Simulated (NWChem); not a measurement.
Molecule: C₃H₄F₂; SMILES F[C@@H]1C[C@H]1F

All runs: NWChem. Geometry: optimised at PBE-D3(BJ)/def2-SVP. Ions are spin-unrestricted doublets at the neutral geometry; other ion states weren't tried. Functional: LC-ωPBE (HJS hole) with def2-SVP; rows give the range parameter ω in 1/bohr.

| range parameter (1/bohr) | vertical ionisation energy, ΔSCF (eV) | −ε(HOMO) (eV) | ΔSCF minus −ε(HOMO) (eV) |
|---|---|---|---|
| 0.05 | 10.23 | 7.28 | 2.95 |
| 0.10 | 10.27 | 8.01 | 2.26 |
| 0.20 | 10.45 | 9.26 | 1.19 |
| 0.25 | 10.57 | 9.78 | 0.79 |
| 0.80 | 11.52 | 12.42 | -0.90 |
